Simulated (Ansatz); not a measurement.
Calculated with Ansatz (gas phase, PBE0-D4/def2-TZVP geometries, no zero-point term in ΔE). CCSD(T)/CBS is the MP2 limit (def2-TZVPP, def2-QZVPP) plus CCSD(T) − MP2 in def2-TZVPP, frozen cores. DFT in def2-TZVPP. For Ge outer-core shells are correlated without core-valence functions, which leaves a few kJ/mol of doubt a bond. Scalar relativity is left out up to krypton. One conformer a species, not always the lowest.

Reaction (isomerisation): `N=C(F)[SiH2][GeH3]` → `N[Si@H]1[GeH2][C@@H]1F`

`N=C(F)[SiH2][GeH3]`:

```xyz
11

N     2.421    1.125   -0.210
C     1.278    0.853   -0.632
F     1.165    0.557   -1.944
Si   -0.396    0.736    0.262
Ge   -1.212   -1.495    0.133
H     2.400    1.333    0.785
H    -0.145    1.153    1.666
H    -1.337    1.685   -0.386
H    -1.401   -1.899   -1.335
H    -0.213   -2.452    0.799
H    -2.561   -1.595    0.862
```

`N[Si@H]1[GeH2][C@@H]1F`:

Z-matrix (Å, degrees):
```
Si
Ge 1 2.340
C 1 1.862 2 56.6
N 1 1.705 2 138.1 3 105.5
H 1 1.481 2 106.9 3 -107.4
H 2 1.536 1 114.4 3 105.4
H 2 1.535 1 133.7 3 -83.8
F 3 1.374 1 125.9 2 -124.8
H 3 1.098 1 111.8 2 97.4
H 4 1.007 1 120.2 2 120.9
H 4 1.006 1 122.0 2 -29.7
```

```json
{"species": "`N=C(F)[SiH2][GeH3]`", "r2SCAN energy (Eh)": "-2562.74800"}
{"species": "`N[Si@H]1[GeH2][C@@H]1F`", "r2SCAN energy (Eh)": "-2562.74158"}
```

Task: Work out ΔE.

Result: ΔE = (-2562.74158) − (-2562.74800) = 0.00642 Eh = +4.0 kcal/mol. CCSD(T)/CBS gives +3.1 kcal/mol.

Largest T1 diagnostic among the species: 0.014.

In def2-TZVPP, CCSD(T) changes the Hartree–Fock value by −6.5 kcal/mol (the triples alone add −0.2 kcal/mol) and MP2 by −9.6 kcal/mol. From PBE to PBE0 (25 % exact exchange), in def2-TZVPP and without D4, ΔE moves by −1.1 kcal/mol.
